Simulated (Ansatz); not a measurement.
A structure relaxed at PBE0-D4/def2-TZVP, charge 0, multiplicity 1:

```xyz
12

C     1.0462   -0.8069   -0.9483
N    -0.3352   -0.8842   -0.5351
B    -1.0156   -0.0912    0.3770
C    -0.3146    1.0634    1.1932
Br   -0.5424    2.6779    0.1026
H     1.5797   -1.7400   -0.7431
H     1.1264   -0.5958   -2.0186
H     1.5512   -0.0019   -0.4169
H    -0.8655   -1.5810   -1.0334
H    -2.1861   -0.2982    0.5262
H     0.7573    0.9693    1.3571
H    -0.8014    1.2887    2.1393
```

Give its formula and SMILES.

C2H7BBrN, `CNBCBr`.

Summarise the bond lengths by kind.

1 × C–N 1.444 Å; 5 × C–H 1.088 to 1.094 Å; 1 × B–N 1.387 Å; 1 × H–N 1.008 Å; 1 × B–C 1.578 Å; 1 × B–H 1.198 Å; 1 × Br–C 1.962 Å.

All numbers were calculated with Ansatz.
